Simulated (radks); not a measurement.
Values are calculated unless marked as measured or tabulated.
Problem. The mean radii <r> (bohr) of the occupied orbitals of an atom or ion are listed with their occupations. Level of theory: Dirac Kohn-Sham, relativistic LDA (MacDonald-Vosko exchange, VWN5 correlation), spin-unpolarised, spherical densities, finite nucleus; Fermi nuclear charge, rms radius of each element as measured or else 0.836 A^(1/3) + 0.57 fm (a radial shooting solver on a logarithmic mesh with Libxc functionals).

| orbital | occ. | <r> |
|---|---|---|
| 1s1/2 | 2 | 0.02046 |
| 2s1/2 | 2 | 0.08622 |
| 2p1/2 | 2 | 0.07170 |
| 2p3/2 | 4 | 0.07895 |
| 3s1/2 | 2 | 0.2257 |
| 3p1/2 | 2 | 0.2152 |
| 3p3/2 | 4 | 0.2289 |
| 3d3/2 | 4 | 0.2016 |
| 3d5/2 | 6 | 0.2058 |
| 4s1/2 | 2 | 0.5048 |
| 4p1/2 | 2 | 0.5120 |
| 4p3/2 | 4 | 0.5416 |
| 4d3/2 | 4 | 0.5619 |
| 4d5/2 | 6 | 0.5717 |
| 5s1/2 | 2 | 1.103 |
| 4f5/2 | 6 | 0.6340 |
| 4f7/2 | 1 | 0.6395 |
| 5p1/2 | 2 | 1.172 |
| 5p3/2 | 2 | 1.230 |

Name the element and its charge.

Solution. Z = 68, erbium, charge +9: Er9+ in [Kr] 4d10 4f(5/2: 6, 7/2: 1) 5s2 5p(1/2: 2, 3/2: 2). The 1s radius gives Z: for a bare nucleus <r> = (2 gamma + 1)/(2Z) with gamma = sqrt(1 - (Z/c)^2), 0.02012 bohr for Z = 68, and screening makes it slightly larger (0.02046 here). The occupations add up to 59, and the charge is Z minus that.
